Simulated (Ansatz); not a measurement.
Computed with Ansatz on PBE0-D4/def2-TZVP structures; ΔE is electronic, products minus reactants. CBS: MP2 limit from def2 TZ/QZ plus the TZ coupled-cluster correction, frozen cores. Functionals use def2-TZVPP. HSE06 is defined as in plane-wave codes. For Ge outer-core shells are correlated without core-valence functions, which leaves a few kJ/mol of doubt a bond. Scalar relativity is left out up to krypton. Each species was taken in one conformer, which may not be the lowest.

Reaction (ligand exchange at the Si–O bond): `F[SiH](Cl)O[SiH3]` + `[OH][GeH3]` → `F[SiH](Cl)[O][GeH3]` + `O[SiH3]`

```
        level  ΔE (kJ/mol)
       PBE-D4         -3.7
       B97M-V         -3.7
   r2SCANh-D4         -3.8
       B2PLYP         -3.4
       revPBE         -2.7
      r2SCAN0         -3.8
        HSE06         -3.4
MP2/CBS(def2)         -4.6
```

Task: What does CCSD(T)/CBS give? (Best estimate.)

Result: Ansatz gave: -4.1 kJ/mol. The listed levels differ from it by 0.4, 0.4, 0.3, 0.7, 1.4, 0.3, 0.7, -0.5 kJ/mol.

Largest T1 diagnostic among the species: 0.011.

Leaving LDA and LC-ωPBE aside and taking each functional with its dispersion term where it has one, the values, not all of them listed here, spread over 2.0 kJ/mol, from ωB97M-V to BLYP-D4.
